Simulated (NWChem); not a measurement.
System: C3H3NS; SMILES c1cscn1

```xyz
8

C     -0.6817    -1.2427     0.0000
C     -1.2136     0.0187     0.0000
S      0.0532     1.1762     0.0000
C      1.1977    -0.1217     0.0000
N      0.6808    -1.3107     0.0000
H     -1.2701    -2.1622     0.0000
H     -2.2609     0.3163     0.0000
H      2.2708     0.0844     0.0000
```
Atoms are numbered in this order, from 1.

Structure relaxed at the PBE0/def2-SVP level.

**Question.** Give the principal values of the shielding tensors (ppm) of C1, C2, S3, C4, N5 from KT2/pcSseg-1, GIAO (NWChem), with their diamagnetic and paramagnetic parts as GIAO splits them.

**Answer.** 
| atom | σ11 | σ22 | σ33 | isotropic | diamagnetic | paramagnetic |
|---|---|---|---|---|---|---|
| C1 | -21.9 | 48.6 | 111.0 | 45.9 | 251.4 | -205.6 |
| C2 | -11.1 | 73.7 | 142.4 | 68.3 | 257.9 | -189.5 |
| S3 | 50.4 | 298.2 | 440.9 | 263.1 | 1056.5 | -793.4 |
| C4 | -27.9 | 45.9 | 105.4 | 41.1 | 256.5 | -215.4 |
| N5 | -343.6 | -100.7 | 229.4 | -71.6 | 325.5 | -397.1 |
